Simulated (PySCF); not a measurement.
A structure optimised at B3LYP-D3(BJ)/def2-SVP, used in a PySCF frequency run:

```
C
H 1 1.1011
H 1 1.1034 2 108.88
H 1 1.1034 2 108.88 3 -117.98
O 1 1.4231 2 107.74 4 -121.01
Sb 5 1.9621 1 121.41 2 180.00
F 6 1.9417 5 96.16 1 -46.74
F 6 1.9417 7 92.77 4 -81.57
```

Q: Write its SMILES, formula and point group.

A: C[O][Sb]([F])[F], CH₃F₂OSb, Cs

Q: What are its rotational constants (standard atomic weights)?

A: 3.6176, 2.2725, 2.1404 GHz
